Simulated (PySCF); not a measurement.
## Computed properties of CH₈GeOSi, SMILES [GeH3][O][SiH2]C

CH₈GeOSi, SMILES C[SiH2][O][GeH3]. Coordinates come from a TPSSh-D3(BJ)/def2-SVP optimisation. This is a generated structure with no PubChem entry under its InChIKey; it may be hypothetical. The values are those of a single conformer. All values are computed for the isolated molecule unless a solvent is named; none is compared with measurement here.

**Structure.** The optimised structure has Cs symmetry. All 30 harmonic modes at TPSSh-D3(BJ)/def2-SVP (PySCF) are real, so it is a minimum. With heavy atoms numbered as in [SiH2:1]([CH3:2])[O:3][GeH3:4], the shortest bond between them is Si1–O3 at 1.667 Å and the longest Si1–C2 at 1.872 Å.

**Vibrations.** The strongest infrared lines (harmonic, unscaled, degenerate partners summed) lie at 857 cm⁻¹ (576 km/mol, H 83 %), 1015 cm⁻¹ (328 km/mol, O 63 %, Si 19 %, H 17 %), 2218 cm⁻¹ (203 km/mol, H 96 %). The softest mode is at 35 cm⁻¹ and the zero-point energy is 51.3 kcal/mol.

**Electronic structure.** r2SCAN/def2-TZVP (PySCF) places the frontier levels at -7.15 and -0.51 eV, a gap of 6.64 eV, and gives a dipole moment of 0.37 D and a mean polarisability of 72.1 bohr³. PBE/def2-TZVP (PySCF) at the same geometry gives -6.79 and -0.86 eV, so its gap is 0.71 eV narrower. An orbital gap is neither the optical nor the fundamental gap.

**Excitations.** TDA-CAM-B3LYP/def2-SVPD (PySCF) has S1 at 6.98 eV (178 nm, f = 0.000, dark); the most intense of the 10 singlets computed lies at 8.34 eV (f = 0.15). T1 (TDA) is at 6.58 eV, 0.40 eV under S1. TDA-PBE/def2-SVPD (PySCF) puts S1 at 5.95 eV. No vertical singlet excitation falls in the visible range (under 3.1 eV).

**NMR.** GIAO shifts at KT2/pcSseg-1 (PySCF) (non-relativistic, atoms alike by connectivity averaged): ¹³C at 2.0 ppm against TMS; ¹H from 0.7 to 5.6 ppm against TMS; ²⁹Si at -6.3 ppm against TMS.
